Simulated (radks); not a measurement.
All-electron atom: Cr3+ in [Ne] 3p6 3d3 4s2 (not the ground configuration).

All-electron calculation, scalar-relativistic Kohn-Sham, r2SCAN, spin-polarised, spherical densities, finite nucleus; open shells are filled with parallel spins first; meta-GGA in the generalised Kohn-Sham scheme; Fermi nuclear charge, rms radius 3.6452 fm. Program: a radial shooting solver on a logarithmic mesh with Libxc functionals.

Energy parts (hartree):
total: -1042.05294
kinetic: 1052.69454
electron-nucleus: -2443.83989
Hartree: 395.56022
exchange-correlation: -46.46781

Orbitals (lengths in bohr, moments of r in powers of bohr):
orbital  occ.  eigenvalue (hartree)       <r^4>
1s down     1             -219.4309  0.00007613
1s up       1             -219.4301  0.00007613
2s up       1             -27.26289     0.01794
2s down     1             -27.18175     0.01773
2p up       3             -23.25205     0.01410
2p down     3             -23.18924     0.01389
3p up       3              -3.85619       1.446
3p down     3              -3.65494       1.526
3d up       3              -2.10585       2.601
3d down     0              -1.90961       3.114
4s up       1              -1.28986       44.35
4s down     1              -1.25579       49.10

The highest occupied level is 4s down at -34.172 eV. The configuration is held as typed, so some empty levels lie below it. The electron density at the nucleus is 1.139e+04 e/bohr^3 (large components only). Spin moment in Bohr magnetons: 3.
